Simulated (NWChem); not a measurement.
Molecule: VH₂O₃Cl; SMILES [OH][V](=[O])([OH])[Cl]

```xyz
7

V      0.0399     0.3238     0.0000
O      1.5374     0.7429     0.0000
Cl    -0.0656    -1.8640     0.0000
O     -0.7314     0.9681    -1.4342
H     -0.1997     1.4044    -2.1206
O     -0.7314     0.9681     1.4342
H     -0.1997     1.4044     2.1206
```
Atoms are numbered in this order, from 1.

Results from NWChem. Geometry: optimised at B3LYP/6-31G* (spherical d). Level PBE/def2-SVP: energy and gradient on several grids; changes count from the extra-fine grid, which is no exact limit either.

**Question.** Which is the coarsest grid (medium; xfine; fine; coarse; xcoarse) from which on the energy stays within 100 μHa and each gradient component within 200 μHa/bohr of xfine?

**Answer.** medium.
| grid | size of the energy change (μHa) | largest change of a gradient component (μHa/bohr) | time, medium = 1 (rough) |
|---|---|---|---|
| xcoarse | 6000 | 10000 | about 1 |
| coarse | 100 | 700 | about 1 |
| medium | < 10 | 60 | about 1 |
| fine | < 10 | < 30 | about 1 |
| xfine | < 10 | < 30 | 2 |
